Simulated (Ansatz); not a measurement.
A nudged elastic band was laid between two geometries of BrH + C2H6AlF (12 atoms, charge 0, multiplicity 1).

Computed with UHF/def2-SVP in Ansatz.

| Item | Value |
| --- | --- |
| movable images | 9 |
| climbing image | yes |
| spring | 5.0 eV/Å² |
| optimiser | quadratic models (default) |
| start path | through a guess of the saddle point |
| force threshold | 0.03 eV/Å |
| iteration limit | 60 |
| end points | relaxed |

First end point:

```xyz
12
Properties=species:S:1:pos:R:3
Al -0.064 0.439 0.131
C 1.864 0.177 0.346
C -1.075 0.334 -1.540
F -0.891 1.024 1.465
H -1.600 -1.121 2.427
Br -1.179 -2.243 1.680
H 2.239 -0.667 -0.240
H 2.140 0.010 1.391
H 2.411 1.064 0.006
H -2.146 0.201 -1.362
H -0.961 1.262 -2.112
H -0.738 -0.479 -2.191
```

Last end point:

```xyz
12
Properties=species:S:1:pos:R:3
Al -1.474 0.134 0.455
C 2.049 -0.264 0.733
C -1.390 0.359 -1.471
F -1.152 1.396 1.470
H 1.561 -1.206 0.985
Br -2.102 -1.787 1.457
H 3.068 -0.280 1.121
H 1.514 0.572 1.187
H 2.082 -0.142 -0.351
H -2.392 0.533 -1.875
H -0.770 1.215 -1.745
H -0.994 -0.531 -1.966
```

Which bonds break or form, and what moves?

Bonds broken: Al1–C2, H5–Br6. Bonds formed: Al1–Br6, C2–H5. BrH + C2H6AlF becomes CH3AlBrF + CH4.

Give the energies along the band, and the barrier.

It converged. The highest image is number 5 of 0 to 10, 0.96 eV above the first end and 2.71 eV above the last; the last end lies 1.75 eV below the first. Beside the main top the profile has a ripple of under 15 meV (maxima at images 5, 8), which may be a very shallow well or noise. Neighbouring images differ by up to 2.5 eV, so the band resolves the path poorly. A vibrational analysis at the climbing image gives one clearly imaginary mode, 1273i cm⁻¹: a first-order saddle point. The orbitals stay closed-shell, which can raise the energy where a bond breaks towards radicals; this wasn't checked here.

| image | path coordinate (Å) | energy (eV) | Al1–C2 (Å) | H5–Br6 (Å) | Al1–Br6 (Å) |
| --- | --- | --- | --- | --- | --- |
| 0 | 0.00 | 0.00 | 1.96 | 1.41 | 3.29 |
| 1 | 0.87 | 0.03 | 1.96 | 1.41 | 3.21 |
| 2 | 1.73 | 0.06 | 1.96 | 1.41 | 3.20 |
| 3 | 2.60 | 0.08 | 1.96 | 1.41 | 3.17 |
| 4 | 3.47 | 0.30 | 1.97 | 1.41 | 3.00 |
| 5 | 4.34 | 0.96 | 2.06 | 1.60 | 2.64 |
| 6 | 5.46 | -1.50 | 2.68 | 2.57 | 2.30 |
| 7 | 6.58 | -1.74 | 3.38 | 3.39 | 2.26 |
| 8 | 7.70 | -1.74 | 3.71 | 3.60 | 2.26 |
| 9 | 8.82 | -1.74 | 3.57 | 3.62 | 2.26 |
| 10 | 9.94 | -1.75 | 3.56 | 3.74 | 2.26 |

What is the geometry of the highest image?


```xyz
12
Properties=species:S:1:pos:R:3
Al -0.478 0.409 0.299
C 1.489 -0.082 0.642
C -1.169 0.250 -1.513
F -0.951 1.641 1.306
H 0.365 -1.030 1.300
Br -1.006 -1.769 1.688
H 1.909 -0.568 -0.241
H 1.981 -0.503 1.523
H 1.801 0.972 0.645
H -2.260 0.332 -1.523
H -0.779 1.050 -2.150
H -0.902 -0.702 -1.978
```

The band took 34 iterations and of the order of 50 core-minutes.

Run time: 13 min on 4 threads of Arm Neoverse N1 (shared host), peak memory 0.47 GiB.
